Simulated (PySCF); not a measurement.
Magnetisability: `[SiH3]O[Si@@H]1[SiH2]C[C@H]1[SiH3]`, C2H12OSi4

Geometry (Å), atoms numbered from 1 in this order:
```xyz
19

Si    3.226   -0.581    0.336
O     1.924   -0.689   -0.619
Si    0.386   -0.353   -1.043
Si   -0.275    1.834   -1.403
C    -1.506    1.250   -0.040
C    -0.805   -0.048    0.448
Si   -2.009   -1.397    1.007
H     4.115   -1.626   -0.158
H     2.813   -0.809    1.721
H     3.784    0.762    0.167
H     0.084   -1.513   -1.886
H     0.540    2.975   -0.952
H    -0.937    2.277   -2.638
H    -2.477    1.014   -0.479
H    -1.701    1.942    0.778
H    -0.176    0.207    1.309
H    -2.827   -1.805   -0.142
H    -1.269   -2.546    1.533
H    -2.901   -0.884    2.053
```

Computed, not measured: GIAO PBE/pcSseg-1 magnetisability, rotational g tensor and spin-rotation constants, non-relativistic, gas phase in PySCF. Geometry: GFN2-xTB.

(1) How diamagnetic is it, and how anisotropic?

(2) Split it along the inertial axes a, b, c into diamagnetic and paramagnetic parts about the centre of mass, with the quadrupole moment.

(3) And the rotational g tensor?

Answers

(1) Isotropic -1477 × 10⁻³⁰ J/T², or -88.9 × 10⁻⁶ cm³/mol; principal values -1559, -1498, -1374 × 10⁻³⁰ J/T², anisotropy 164 × 10⁻³⁰ J/T² (root of half the summed squared differences of the principal values). The susceptibility is in cgs units.

(2) 
| axis | χ (10⁻⁶ cm³/mol) | diamagnetic (10⁻⁶ cm³/mol) | paramagnetic (10⁻⁶ cm³/mol) | summed x² of all electrons (Å²) | quadrupole Θ (D Å) |
| --- | --- | --- | --- | --- | --- |
| a | -92.5 | -1027.0 | 934.5 | 334.6 | +1.52 |
| b | -91.4 | -1643.3 | 1551.9 | 189.3 | -2.59 |
| c | -82.9 | -2222.5 | 2139.6 | 52.8 | +1.07 |

Anisotropies 2χaa − χbb − χcc = -10.6 and 2χbb − χaa − χcc = -7.4 × 10⁻⁶ cm³/mol. Θ is traceless in Buckingham's convention.

(3) 
| axis | rotational constant (GHz) | g | nuclear part | electronic part |
| --- | --- | --- | --- | --- |
| a | 1.4064 | -0.0298 | 0.5877 | -0.6175 |
| b | 0.8090 | -0.0166 | 0.5732 | -0.5898 |
| c | 0.5793 | -0.0148 | 0.5675 | -0.5823 |

Asymmetric top; isotopes 12C, 1H, 16O, 28Si; no vibrational averaging.
